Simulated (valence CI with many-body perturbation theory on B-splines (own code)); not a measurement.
The numbers below are computed, except where a source is named.
Sensitivity of CI+MBPT for Bi LXI

Level of theory: configuration interaction combined with many-body perturbation theory (CI+MBPT): five valence electrons over a frozen Dirac-Fock core [Ar], a basis of 6 s, 6 p, 5 d, 5 f, 1 g functions for each j, with the one-electron correlation potential Σ1, the two-electron term Σ2, the three-electron term Σ3, Breit, model QED; selected CI, second order for the rest, scaled by the run's own slope (own B-spline code, finite nucleus).

The last digits are not significant, and no measured levels were compared; by estimate large intervals hold to a few tenths of a per cent, small ones and those within an open d or f shell to about a per cent. Among the levels kept, up to 420 cm⁻¹ of a level comes from second order outside the variational space, and about a tenth of that is noise between levels of different J, which matters for small intervals. Only levels of the ground parity were solved; by the run's estimate the other parity begins above the list, which can be wrong where configurations are misplaced.

The reference run has the lowest level (3d3/2^4 3d5/2) J=5/2 and an ionisation energy of 6358.39 eV. Its largest variational space holds 9996 state functions.

Levels are named by their leading jj configuration (3d3/2^4 stands for four electrons in 3d with j = 3/2), which in mixed levels can hold well under half, so a name can repeat and another be missing. Letters in brackets count levels of one name in rising energy.

| Level | Reference (cm⁻¹) | Shift (cm⁻¹) |
| --- | --- | --- |
| (3d3/2^3 3d5/2^2) J=5/2 [a] | 871786 | -5184 |
| (3d3/2^3 3d5/2^2) J=7/2 [a] | 975245 | -4859 |
| (3d3/2^3 3d5/2^2) J=11/2 | 982711 | -9163 |
| (3d3/2^3 3d5/2^2) J=3/2 [a] | 996805 | -766 |
| (3d3/2^3 3d5/2^2) J=9/2 | 1040490 | -6082 |
| (3d3/2^3 3d5/2^2) J=5/2 [b] | 1080340 | -1559 |
| (3d3/2^3 3d5/2^2) J=7/2 [b] | 1119100 | -2845 |
| (3d3/2^3 3d5/2^2) J=1/2 | 1125790 | +862 |
| (3d3/2^3 3d5/2^2) J=3/2 [b] | 1296250 | +8733 |
| (3d3/2^2 3d5/2^3) J=5/2 [a] | 1835830 | -6395 |
| (3d3/2^2 3d5/2^3) J=11/2 | 1917760 | -12703 |
| (3d3/2^2 3d5/2^3) J=7/2 [a] | 1919010 | -7893 |

The ionisation energy moves by -0.60 eV.

Question: Which of these changes was made?
A. scale of Σ1 1 → -1
B. core polarisation of operators on → off
C. hole-hole ladder in Σ2 on → off
D. size limit of the variational space 10000 → 3000; second order for the rest on → off

Answer: C. hole-hole ladder in Σ2 on → off.
